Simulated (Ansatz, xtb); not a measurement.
## A family of molecules: the dipole moment

One atom is swapped for its congeners: CH3Br (bromomethane) `CBr`; SiH3Br `[SiH3]Br`; GeH3Br `[GeH3][Br]`; SnH3Br `[Br][SnH3]`. All are singlets with charge 0.

Shapes, held fixed at every level: PBE0-D4/def2-TZVP. Programs: Ansatz 0.2.0, xtb 6.7.1. Values in D.

Question: How should the dipole moment change along the series?

Answer: At wB97M-V/def2-TZVPP the dipole moment isn't monotonic: it is largest for Sn and smallest for Si (2.40 and 1.32 D). 1 of 5 levels show this order throughout; 4 agree on the largest and the smallest. Measured values: NIST CCCBDB. For atoms past krypton def2 sets carry core potentials with scalar relativity. Relativity is left out for Br, Ge unless named. GFN2-xTB strays far from the other rows.

```
               level  CH3Br  SiH3Br  GeH3Br  SnH3Br
            GFN2-xTB   3.76    4.89    4.64    4.48
   PBE-D4/def2-TZVPP   1.83    1.19    1.78    2.20
r2SCAN-D4/def2-TZVPP   1.95    1.27    1.88    2.33
 B3LYP-D4/def2-TZVPP   1.89    1.29    1.88    2.31
  wB97M-V/def2-TZVPP   1.89    1.32    1.95    2.40
            measured   1.81       –       –       –
```
